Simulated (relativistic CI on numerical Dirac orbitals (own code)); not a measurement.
# Spin-allowed bands of a d7 ion in a tetrahedral site, by hand

Problem. Take Δ = 4500 cm⁻¹ and B = 850 cm⁻¹ for a d7 ion in a tetrahedral site. Calculate the three spin-allowed bands.

Working.
1. The terms of highest spin are 4F (energy 0) and 4P (15B = 12750 cm⁻¹). Here the F term splits into A2 at −1.2Δ = -5400, T2 at −0.2Δ = -900 and T1 at +0.6Δ = 2700 cm⁻¹.
2. The two T1 states mix through the element 0.4Δ: H = [[2700, 1800], [1800, 12750]], with roots ½(H₁₁ + H₂₂) ∓ ½√[(H₂₂ − H₁₁)² + 4H₁₂²] = ½(15450) ∓ ½(10675) = 2387 and 13063 cm⁻¹.
3. The ground term is 4A2 at -5400 cm⁻¹.
4. Bands: 4T2 4500 cm⁻¹ (2222 nm), 4T1(F) 7787 cm⁻¹ (1284 nm), 4T1(P) 18463 cm⁻¹ (542 nm).

Check. Exact diagonalisation of the whole d7 shell with these parameters gives 4T2 4500, 4T1 7787, 4T1 18463 cm⁻¹. The match is exact, since without spin-orbit coupling no other term has this spin. The ratio of the second band to the first, 1.731, depends on Δ/B = 5.3 alone, which is how a Tanabe-Sugano diagram is read.
